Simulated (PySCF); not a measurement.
Frontier orbitals and the lowest excitations

C4H12Si2.
Geometry (GFN2-xTB, Å), atoms numbered from 1 in this order:
```xyz
18
C4H12Si2 angstrom
Si     2.6529   -0.4194   -0.7103
C      0.8848   -1.0671   -0.4727
C     -0.0650   -0.0348    0.1198
C     -1.5230   -0.5152    0.3125
C     -2.2790    0.7290   -0.1940
Si    -0.6719    1.4392   -0.9456
H      3.4882   -1.4897   -1.2610
H      3.2022    0.0065    0.5796
H      2.6410    0.7233   -1.6278
H      0.9076   -1.9466    0.1794
H      0.4873   -1.4098   -1.4313
H      0.3409    0.3013    1.0784
H     -1.7268   -1.3761   -0.3245
H     -1.7660   -0.7929    1.3387
H     -3.1061    0.4997   -0.8621
H     -2.6816    1.3204    0.6262
H     -0.2525    2.7843   -0.5542
H     -0.5416    1.2543   -2.3922
```

Computed, not measured: TDDFT wB97X-D/def2-SVPD, vertical, gas phase, core orbitals frozen in the response in PySCF.

Kohn–Sham orbitals with the atoms that hold most of them (Löwdin shares over 4%, at most four atoms; ? is withheld):

| orbital | ε (eV) | atoms |
| --- | --- | --- |
| LUMO+2 | 2.45 | Si1 34%, H9 9%, Si6 9%, H8 8% |
| LUMO+1 | 2.14 | Si6 27%, Si1 14%, C5 8%, H17 7% |
| LUMO | 1.75 | ? |
| HOMO | ? | C3 33%, Si6 21%, C2 11%, C4 7% |
| HOMO-1 | -9.65 | ? |
| HOMO-2 | -10.46 | C5 23%, C2 18%, C4 16%, Si1 12% |
| HOMO-3 | -10.91 | Si6 13%, C4 12%, C3 12%, C5 9% |

Give the leading atoms of the HOMO-1.

C5 (bonded to C, Si and 2 H) 23%; Si6 (bonded to 2 C and 2 H) 14%; C4 (bonded to 2 C and 2 H) 12%; C3 (bonded to 2 C, Si and H) 12%. By element: carbon 48% or more, silicon 14% or more.

Which atoms hold the LUMO, and with what shares?

Si6 (bonded to 2 C and 2 H) 23%; Si1 (bonded to C and 3 H) 16%; H17 (bonded to Si) 9%; H18 (bonded to Si) 8%. By element: silicon 39%, hydrogen 17% or more.

What is the HOMO energy, and the HOMO–LUMO gap?

ε(HOMO) = -9.49 eV; the gap is 11.24 eV (0.4130 hartree).

How does S1 compare with the orbital gap of 11.24 eV?

S1 is at 6.88 eV (f = 0.023), 4.36 eV below the gap, made of HOMO→LUMO (70%), HOMO-1→LUMO (17%). 

Next come S2 at 7.15 eV (f 0.058), HOMO-1→LUMO (66%), HOMO→LUMO (21%); S3 at 7.42 eV (f 0.024), HOMO→LUMO+1 (62%), HOMO→LUMO+2 (16%); S4 at 7.65 eV (f 0.015), HOMO-1→LUMO+1 (61%), HOMO-1→LUMO+2 (14%); S5 at 7.91 eV (f 0.0028), HOMO-2→LUMO (56%), HOMO-1→LUMO+4 (13%).

Time: 82 s of wall time; peak memory 0.95 GiB. Hardware: one thread of an Arm Neoverse N1 (shared host).

One conformer stands for the species.
